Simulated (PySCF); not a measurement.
# As(OH)3: double against triple zeta

Base calculation in PySCF with density fitting and no spin–orbit coupling, PBE0/def2-SVP (no relativity): singlet, C1, As–O 1.774 Å (×2), As–O 1.800 Å, O–H 0.965 Å, O–H 0.969 Å (×2); As–O–H 108.0°, As–O–H 111.2°, As–O–H 112.2°, O–As–O 90.4°, O–As–O 99.7°, O–As–O 100.3°; wavenumbers 116, 204, 276, 310, 352, 382, 667, 697, 718, 925, 935, 984, 3824, 3835, 3886 cm⁻¹; dipole moment 2.07 D, gap between the highest occupied and lowest empty levels 8.11 eV, polar-tensor charge of As 1.49 e, atomisation energy (no zero-point energy) 2324 kJ/mol.

Problem. What changes on going to PBE0/def2-TZVP (no relativity)?

Solution. The point group stays the same. Changes: mean bond to As -0.006 Å, highest wavenumber -10 cm⁻¹, lowest wavenumber -19 cm⁻¹, dipole moment -0.06 D, gap between the highest occupied and lowest empty levels -0.16 eV, polar-tensor charge of As +0.05 e, atomisation energy (no zero-point energy) +39 kJ/mol. The new structure has As–O 1.768 Å (×2), As–O 1.794 Å, O–H 0.961 Å, O–H 0.965 Å (×2); As–O–H 109.0°, As–O–H 111.4°, As–O–H 112.0°, O–As–O 91.2°, O–As–O 100.0° (×2), with wavenumbers 97, 209, 281, 297, 325, 371, 661, 692, 720, 943, 950, 989, 3828, 3829, 3876 cm⁻¹. The larger basis shortens the bonds, as added polarisation functions usually do.

The structures come from searches over a few start shapes, so lower isomers are not excluded.
